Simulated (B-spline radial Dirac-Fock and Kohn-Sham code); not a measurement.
Total and shell-resolved photoionisation of Ta²⁺

System: Ta²⁺ in the configuration 1s2 2s2 2p6 3s2 3p6 3d10 4s2 4p6 4d10 4f14 5s2 5p6 5d3.

Method: Dirac-Hartree-Slater photoionisation with all multipoles and Dirac-Fock thresholds. Computed with a radial finite-basis atomic code.

Computed thresholds (eV): K 67434.0, L1 11711.6, L2 11160.2, L3 9904.3, M1 2738.3, M2 2495.5, M3 2221.6, M4 1817.0, M5 1758.6, N1 595.5, N2 494.9, N3 432.0, N4 266.7, N5 255.2, N6 48.23, N7 46.35, O1 99.54, O2 67.97, O3 59.18, O4 22.67, O5 22.11.

```
photon energy (eV)  total (b)  K (%)  L (%)  M (%)  N (%)  O (%)
              31.2  9.556e+06      –      –      –      –  100.0
              81.6  4.741e+06      –      –      –   61.2   38.8
               134  6.397e+06      –      –      –   93.1    6.9
               135  6.417e+06      –      –      –   93.2    6.8
               594  2.544e+06      –      –      –   96.5    3.5
               905  1.283e+06      –      –      –   96.0    4.0
               954  1.163e+06      –      –      –   95.9    4.1
              1310     626100      –      –      –   95.3    4.7
              1380     562800      –      –      –   95.2    4.8
              1430     522900      –      –      –   95.1    4.9
              1780     911200      –      –   63.9   34.1    2.0
              2010  1.118e+06      –      –   77.4   21.3    1.3
              2290     943000      –      –   79.9   18.8    1.2
              3980     279800      –      –   81.3   17.3    1.4
              4230     240700      –      –   81.2   17.3    1.5
              6130      94860      –      –   80.7   17.6    1.7
             11800      72710      –   76.2   19.0    4.3    0.5
             14900      39990      –   76.7   18.5    4.2    0.5
             26100       9034      –   77.3   17.9    4.2    0.6
             27700       7691      –   77.3   17.9    4.2    0.6
            144000      449.8   82.4   13.6    3.1    0.7    0.1
            151000      395.5   82.5   13.6    3.1    0.7    0.1
```

Task: With what power of the photon energy does the total fall between 144000 and 151000 eV?

Result: As E^-2.71. The non-relativistic Born limit for an s electron far above threshold is E^-3.5; near threshold and at relativistic energies the fall is slower.

Run: 10 s of CPU time on 1 thread of Neoverse-N1 (shared host), peak memory 0.45 GiB.
